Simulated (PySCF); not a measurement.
A geometry optimisation, step by step.

Selenophene, C4H4Se.
SMILES with atom numbers: `[cH:1]1[cH:2][cH:3][se:4][cH:5]1` (hydrogens: H6 on C1; H7 on C2; H8 on C3; H9 on C5)

Method: PBE0-D3(BJ)/def2-SVP geometry optimisation, gas phase in PySCF; density fitting, grid level 1; the optimiser is geomeTRIC in internal coordinates, started from a GFN2-xTB structure with every atom displaced at random (about 0.01 Å). The frame can shift and turn from step to step; on so coarse a grid that alone can change the energy by a few meV, and forces under 0.02 eV/Å are noise.

Step 0: E = -69538.4325 eV, largest atomic force 2.746 eV/Å
```
atom  x, y, z in Å  |  force x, y, z in eV/Å
C1      0.653   -0.766   -0.150   -1.839   2.024   0.251
C2     -0.780   -0.586   -0.177    1.004   0.538   0.204
C3     -1.223    0.672    0.099    2.337  -0.162   0.082
Se4     0.236    1.838    0.439   -0.878  -0.484  -0.174
C5      1.319    0.382    0.133    0.468   0.000   0.176
H6      1.109   -1.678   -0.361    0.991  -1.792  -0.351
H7     -1.437   -1.396   -0.396   -0.740  -0.748  -0.208
H8     -2.207    1.018    0.144   -1.772   0.616   0.058
H9      2.388    0.498    0.234    0.427   0.009  -0.037
```

Step 1: E = -69538.5741 eV, largest atomic force 0.713 eV/Å
```
atom  x, y, z in Å  |  force x, y, z in eV/Å
C1      0.572   -0.734   -0.001    0.283  -0.645  -0.107
C2     -0.844   -0.572   -0.042   -0.140  -0.102  -0.016
C3     -1.278    0.677    0.296   -0.485   0.177   0.049
Se4     0.132    1.797    0.726    0.083   0.052  -0.009
C5      1.271    0.374    0.377   -0.061   0.156  -0.005
H6      1.069   -1.691   -0.244   -0.200   0.411   0.082
H7     -1.531   -1.384   -0.308    0.097   0.120  -0.002
H8     -2.317    1.040    0.339    0.401  -0.159  -0.015
H9      2.351    0.482    0.468    0.021  -0.009   0.023
```

Step 2: E = -69538.5791 eV, largest atomic force 0.184 eV/Å
```
atom  x, y, z in Å  |  force x, y, z in eV/Å
C1      0.577   -0.748    0.000   -0.092   0.154   0.040
C2     -0.840   -0.569   -0.039   -0.134  -0.126  -0.005
C3     -1.280    0.679    0.303    0.006  -0.022  -0.035
Se4     0.133    1.804    0.717    0.039  -0.095   0.003
C5      1.262    0.372    0.375    0.178   0.033  -0.015
H6      1.071   -1.694   -0.245   -0.044   0.090   0.021
H7     -1.527   -1.372   -0.315   -0.021  -0.002  -0.007
H8     -2.311    1.034    0.345    0.049  -0.036  -0.013
H9      2.341    0.482    0.471    0.020   0.005   0.012
```

Step 3: E = -69538.5775 eV, largest atomic force 0.377 eV/Å
```
atom  x, y, z in Å  |  force x, y, z in eV/Å
C1      0.569   -0.738    0.006   -0.022   0.083  -0.012
C2     -0.852   -0.579   -0.039    0.265   0.247   0.104
C3     -1.279    0.673    0.304    0.185  -0.029  -0.021
Se4     0.139    1.800    0.716   -0.107  -0.021   0.012
C5      1.273    0.376    0.374   -0.155  -0.083  -0.032
H6      1.060   -1.674   -0.241    0.121  -0.225  -0.050
H7     -1.536   -1.379   -0.323   -0.032  -0.055  -0.003
H8     -2.302    1.028    0.344   -0.224   0.102   0.011
H9      2.354    0.480    0.471   -0.030  -0.020  -0.009
```

Step 4: E = -69538.5819 eV, largest atomic force 0.079 eV/Å
```
atom  x, y, z in Å  |  force x, y, z in eV/Å
C1      0.573   -0.741    0.004   -0.017   0.018  -0.022
C2     -0.846   -0.573   -0.037    0.027   0.009   0.012
C3     -1.281    0.676    0.304    0.079  -0.002  -0.009
Se4     0.136    1.799    0.717   -0.016   0.018   0.019
C5      1.270    0.374    0.373   -0.039   0.003   0.002
H6      1.065   -1.683   -0.243    0.018  -0.043  -0.005
H7     -1.531   -1.374   -0.320   -0.009  -0.018   0.005
H8     -2.309    1.032    0.344   -0.037   0.018   0.000
H9      2.350    0.480    0.470   -0.006  -0.003  -0.001
```

Step 5: E = -69538.5817 eV, largest atomic force 0.109 eV/Å
```
atom  x, y, z in Å  |  force x, y, z in eV/Å
C1      0.572   -0.742    0.001    0.009  -0.004   0.005
C2     -0.846   -0.574   -0.037    0.010   0.033  -0.005
C3     -1.276    0.677    0.302   -0.108   0.007   0.010
Se4     0.136    1.801    0.723   -0.001  -0.056  -0.028
C5      1.266    0.375    0.372    0.070  -0.009   0.007
H6      1.066   -1.685   -0.246   -0.006   0.027   0.006
H7     -1.533   -1.377   -0.315    0.004   0.015   0.003
H8     -2.305    1.034    0.342    0.015  -0.009   0.001
H9      2.345    0.480    0.470    0.008  -0.003   0.000
```

Step 6: E = -69538.5822 eV, largest atomic force under 0.02 eV/Å
```
atom  x, y, z in Å  |  force x, y, z in eV/Å
C1      0.573   -0.741    0.001   -0.001  -0.005   0.004
C2     -0.846   -0.573   -0.037    0.001   0.000  -0.012
C3     -1.279    0.678    0.302   -0.006  -0.002   0.011
Se4     0.136    1.799    0.722    0.003   0.002  -0.007
C5      1.269    0.374    0.372    0.001   0.001   0.004
H6      1.065   -1.684   -0.245   -0.002   0.004   0.000
H7     -1.532   -1.375   -0.315    0.001   0.002  -0.001
H8     -2.308    1.034    0.342    0.003  -0.002   0.002
H9      2.348    0.479    0.470    0.000  -0.001   0.000
```

Question: Summarise the path.

Answer: The energy falls by 14.44 kJ/mol from step 0 to step 6; nine tenths of that is first reached at step 1. It rises by more than 0.2 meV at steps 3 and 5. The largest force goes from 2.746 to under 0.02 eV/Å. Among the bonds C1–H6 changes most, from 1.041 to 1.092 Å; the atoms move by 0.028 Å rms after alignment.

Question: Follow the three bonds and two angles with the largest change from start to end.

Answer: 
```json
{"step": "0", "E above end (kJ/mol)": "14.44", "largest force (eV/Å)": "2.746", "C1–H6 (Å)": "1.041", "C3–H8 (Å)": "1.044", "C3–Se4 (Å)": "1.898", "C1–C5–Se4 (°)": "114.5", "C5–C1–H6 (°)": "124.6"}
{"step": "1", "E above end (kJ/mol)": "0.78", "largest force (eV/Å)": "0.713", "C1–H6 (Å)": "1.106", "C3–H8 (Å)": "1.102", "C3–Se4 (Å)": "1.850", "C1–C5–Se4 (°)": "111.1", "C5–C1–H6 (°)": "122.3"}
{"step": "2", "E above end (kJ/mol)": "0.29", "largest force (eV/Å)": "0.184", "C1–H6 (Å)": "1.094", "C3–H8 (Å)": "1.091", "C3–Se4 (Å)": "1.853", "C1–C5–Se4 (°)": "112.3", "C5–C1–H6 (°)": "122.9"}
{"step": "3", "E above end (kJ/mol)": "0.45", "largest force (eV/Å)": "0.377", "C1–H6 (Å)": "1.085", "C3–H8 (Å)": "1.083", "C3–Se4 (Å)": "1.857", "C1–C5–Se4 (°)": "111.1", "C5–C1–H6 (°)": "122.0"}
{"step": "4", "E above end (kJ/mol)": "0.02", "largest force (eV/Å)": "0.079", "C1–H6 (Å)": "1.091", "C3–H8 (Å)": "1.088", "C3–Se4 (Å)": "1.854", "C1–C5–Se4 (°)": "111.4", "C5–C1–H6 (°)": "122.4"}
{"step": "5", "E above end (kJ/mol)": "0.04", "largest force (eV/Å)": "0.109", "C1–H6 (Å)": "1.093", "C3–H8 (Å)": "1.090", "C3–Se4 (Å)": "1.853", "C1–C5–Se4 (°)": "111.8", "C5–C1–H6 (°)": "122.5"}
{"step": "6", "E above end (kJ/mol)": "0.00", "largest force (eV/Å)": "under 0.02", "C1–H6 (Å)": "1.092", "C3–H8 (Å)": "1.090", "C3–Se4 (Å)": "1.853", "C1–C5–Se4 (°)": "111.6", "C5–C1–H6 (°)": "122.4"}
```

What follows is the cost of the whole optimisation. The run took 30 s of wall time on one thread of an Arm Neoverse V1, shared host with 32 logical CPUs at a one-minute load of 9.5, and the process peaked at 0.44 GiB of memory.
